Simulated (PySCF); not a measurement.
AlCl2I, SMILES [Cl][Al]([Cl])[I].

Geometry optimised at B3LYP-D3(BJ)/def2-SVP. The def2 effective core potentials stand for the cores of I; spin–orbit coupling is left out.

The numbers are results of PBE0/def2-TZVPD (PySCF), not measurements.

Symmetry labels are those of the subgroup C2v that the program uses (full group C2v).

Task: List the valence orbital energies around the gap with their symmetry. (Estimate from the structure and the level; the computed values follow.)

Result: 
```
orbital  symmetry  energy (eV)
-------  --------  -----------
HOMO−7         B2       -11.23
HOMO−6         A1       -10.58
HOMO−5         B1       -10.24
HOMO−4         A2        -9.79
HOMO−3         B2        -9.61
HOMO−2         A1        -9.55
HOMO−1         B1        -8.44
HOMO           B2        -8.24
LUMO           A1        -1.76
LUMO+1         B1        -1.52
LUMO+2         A1         0.28
LUMO+3         A1         0.34
```
